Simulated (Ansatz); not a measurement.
Input file for Ansatz (a program for electronic structure): U-CCSD(T)/def2-QZVPP on NaSi, 2S+1 = 4, a spin state set in the input, which need not be the lowest, a point of a bond scan (R = 2.708 Å). Files ending in .json are basis or fitting sets from the Basis Set Exchange.

Ansatz 0.2 input:
```yaml
crystal:
  periodic: [false, false, false]
  atoms:
    - {symbol: Na, position_ang: [0.00000000, 0.00000000, 0.00000000]}
    - {symbol: Si, position_ang: [0.00000000, 0.00000000, 2.70833100]}
basis:
  gaussian:
    orbitals: def2-QZVPP.json
    pivot_positions_ang: [[0.00000000, 0.00000000, 0.00000000], [0.00000000, 0.00000000, 2.70833100]]
magnetization: {spin_polarized: true, initial_magnetization: 3}
correlation: {method: ccsd_t, electrons: valence}
output: {orbitals: {seedname: ./end}}
```

Task: Predict the final total energy.

Result: -451.0486 hartree (reference determinant -450.7518, T1 diagnostic 0.009).

Task: How many basis functions does it have, and what does it roughly cost on one machine?

Result: 128 functions; very roughly 80 core-seconds.
